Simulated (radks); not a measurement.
Results of a calculation; reference values are marked as such.
Spherical jellium clusters: N electrons in a uniform positive sphere of charge N and radius rs N^(1/3), rs = 5.49 bohr. Level of theory: non-relativistic Kohn-Sham, LDA (Slater exchange, Perdew-Wang correlation), spin-polarised, spherical densities (a radial shooting solver with Libxc functionals). Levels are named by radial order and angular momentum (1s, 1p, 1d, 2s, ...), and open shells are averaged over m.

N = 26, configuration 1s2 1p6 1d10 2s2 1f(up 6, down 0). This is the lowest configuration that the search found. Occupied and some empty levels:

level,occupation,eigenvalue (eV),<r> (bohr)
1s up,1,-3.6316,10.42
1s down,1,-3.4864,9.714
1p up,3,-3.3100,11.85
1p down,3,-3.1142,11.57
1d up,5,-2.8685,12.80
1d down,5,-2.6495,12.71
2s up,1,-2.5308,9.473
2s down,1,-2.4398,9.901
1f up,6,-2.3235,13.57
1f down,0,-2.0966,13.60
2p up,0,-1.8257,11.27
2p down,0,-1.7294,11.38
1g up,0,-1.6907,14.28
1g down,0,-1.4667,14.41
2d up,0,-1.1282,13.25
2d down,0,-1.0200,13.36

Energy (eV): total -47.0248, kinetic 26.140, external -1352.8, Hartree 674.88, exchange-correlation -73.878, background 678.61.

Electron density:

r (bohr),n(r) (e/bohr^3)
0.509,0.002102
1.79,0.001970
3.07,0.001733
4.34,0.001474
5.62,0.001288
6.90,0.001243
8.18,0.001349
9.46,0.001549
10.7,0.001729
12.0,0.001749
13.3,0.001514
14.6,0.001070
15.8,0.0006028
17.1,0.0002733
18.4,0.0001068
19.7,0.00003778
21.0,0.00001251
22.2,3.971e-06
23.5,1.229e-06
24.8,3.769e-07
